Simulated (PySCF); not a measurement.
# How methods differ on the excitation energy of Ne(2+)

Ne(2+) [He] 2s2 2p4 (3P) → Ne(2+) [He] 2s2 2p3 3s1, s spin flipped, as a difference of total energies. Computed with PySCF 2.14 in aug-cc-pVTZ with one added diffuse shell each of s, p, d, f type (6s5p4d3f, 62 functions), with the non-relativistic Hamiltonian (point nucleus). Correlated levels: valence: 1s2 frozen. The calculations carry no spin-orbit coupling.

```
           method  excitation energy (cm⁻¹)
              UHF                    309280
              LDA                    317950
              PBE                    320260
             PBE0                    319850
           r2SCAN                    320990
            B97-3                    320900
        BHandHLYP                    318620
             TPSS                    322710
           PBEsol                    318270
    MP2 (valence)                    316280
SCS-MP2 (valence)                    317290
```

The upper determinant mixes two multiplicities, so it lies between the two terms.

The promoted electron is Rydberg-like, and one or two diffuse shells describe it only roughly, which tends to raise the upper state.
